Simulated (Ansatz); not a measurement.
Consider the redistribution: `[OH][W]([OH])(=[S])=[S]` + `CB[SiH2]C` → `[CH3][W]([OH])(=[S])=[S]` + `C[SiH2]BO`.

Computed with Ansatz on PBE0-D4/def2-TZVP structures; ΔE is electronic, products minus reactants. CBS: MP2 limit from def2 TZ/QZ plus the TZ coupled-cluster correction, frozen cores. DFT in def2-TZVPP. def2 core potentials past Kr. For W outer-core shells are correlated without core-valence functions, which leaves a few kJ/mol of doubt a bond. One conformer a species, not always the lowest.

`[OH][W]([OH])(=[S])=[S]`:

```xyz
7

O    -0.065    1.684    0.387
W    -0.351   -0.125    0.003
O     0.958   -1.177    0.828
S    -0.301   -0.431   -2.097
S    -2.250   -0.684    0.778
H     0.314    2.298   -0.247
H     1.695   -1.564    0.349
```

`CB[SiH2]C`:

Z-matrix (Å, degrees):
```
C
B 1 1.552
H 1 1.093 2 114.5
H 1 1.091 2 116.4 3 130.5
H 1 1.105 2 103.1 3 -113.5
Si 2 2.018 1 124.7 3 -150.2
H 2 1.202 1 117.9 3 33.1
C 6 1.879 2 114.9 1 1.1
H 6 1.496 2 107.7 1 123.2
H 6 1.495 2 109.0 1 -122.1
H 8 1.092 6 111.3 2 179.3
H 8 1.093 6 110.9 2 -60.5
H 8 1.093 6 110.8 2 59.2
```

`[CH3][W]([OH])(=[S])=[S]`:

```xyz
9

C    -0.436    1.217   -0.392
W     0.257   -0.745   -0.127
O     1.000   -0.860    1.581
S    -1.448   -1.971   -0.422
S     1.694   -1.023   -1.665
H     0.403    1.908   -0.265
H    -1.209    1.433    0.352
H    -0.858    1.355   -1.389
H     0.598   -1.314    2.327
```

`C[SiH2]BO`:

Z-matrix (Å, degrees):
```
C
Si 1 1.877
H 1 1.092 2 110.6
H 1 1.092 2 110.5 3 119.2
H 1 1.092 2 111.4 3 -120.4
B 2 2.027 1 113.8 3 -59.9
H 2 1.495 1 110.0 3 62.1
H 2 1.495 1 110.0 3 178.3
O 6 1.354 2 118.7 1 -0.7
H 6 1.207 2 122.5 1 179.4
H 9 0.962 6 113.7 2 -179.9
```

Question: Is it downhill or uphill in electronic energy at CCSD(T)/CBS, and by how much? (Best estimate.)

Answer: Computed: Downhill: ΔE = -39.9 kJ/mol.

Question: What do these levels give: r2SCAN-D4, ωB97M-V, PBE, PBE0, HF/def2-TZVPP, MP2/def2-TZVPP, SCS-MP2/def2-TZVPP, CCSD/def2-TZVPP, CCSD(T)/def2-TZVPP, HF/def2-QZVPP, MP2/def2-QZVPP, HF/CBS(def2)? (Best estimate.)

Answer: Computed: r2SCAN-D4 -26.0, ωB97M-V -36.3, PBE -29.2, PBE0 -32.4, HF/def2-TZVPP -36.2, MP2/def2-TZVPP -43.9, SCS-MP2/def2-TZVPP -43.0, CCSD/def2-TZVPP -43.9, CCSD(T)/def2-TZVPP -42.7, HF/def2-QZVPP -36.8, MP2/def2-QZVPP -42.5, HF/CBS(def2) -36.9 kJ/mol.

Largest T1 diagnostic among the species: 0.023, so the coupled-cluster value is less sure than usual.

From PBE to PBE0 (25 % exact exchange), in def2-TZVPP and without D4, ΔE moves by −3.1 kJ/mol. In def2-TZVPP, CCSD(T) changes the Hartree–Fock value by −6.4 kJ/mol (the triples alone add +1.2 kJ/mol) and MP2 by −7.6 kJ/mol.
